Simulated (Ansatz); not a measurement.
Stepwise reaction of `[Cl][InH][Cl]` with ammonia, as a gas-phase model of exchange steps in deposition or etching. ΔE in kJ/mol; ΔG adds harmonic PBE0-D4 terms to CCSD(T)/CBS, at 1 bar.

Computed with Ansatz on PBE0-D4/def2-TZVP structures; ΔE is electronic, products minus reactants. CCSD(T)/CBS adds triple-zeta CCSD(T) − MP2 to the extrapolated MP2 energy (def2 sets, frozen cores). This one scheme is used for every species. Functionals use def2-TZVPP. B3LYP here is the variant with VWN-RPA as its local correlation; programs differ in this. def2 core potentials past Kr. For In outer-core shells are correlated without core-valence functions, which leaves a few kJ/mol of doubt a bond. Each species was taken in one conformer, which may not be the lowest.

```csv
step,reaction,PBE-D4,B3LYP-D4,ωB97M-V,CCSD(T)/CBS,ΔG(600 K)
2,`[NH2][InH][Cl]` + NH₃ → `[NH2][InH][NH2]` + HCl,118.9,122.6,121.7,116.9,111.3
```

Q: Give the row of step 1, `[Cl][InH][Cl]` + NH₃ → `[NH2][InH][Cl]` + HCl. (Estimate.)

A: Computed: 
| step | reaction | PBE-D4 | B3LYP-D4 | ωB97M-V | CCSD(T)/CBS | ΔG(600 K) |
| --- | --- | --- | --- | --- | --- | --- |
| 1 | `[Cl][InH][Cl]` + NH₃ → `[NH2][InH][Cl]` + HCl | 100.9 | 104.4 | 103.8 | 99.5 | 87.5 |

Q: By hand: ΔE of the 2 steps together at CCSD(T)/CBS.

A: (99.5) + (116.9) = 216.4 kJ/mol, or 108.2 kJ/mol a step.

In ΔE each step is higher than the one before. All are uphill at CCSD(T)/CBS. ΔG lies between 87.5 and 111.3 kJ/mol a step. PBE-D4 differs from CCSD(T)/CBS by 1.4 to 2.0 kJ/mol a step. Isolated molecules leave out the surface, adducts and barriers. Largest T1 diagnostic: 0.015.
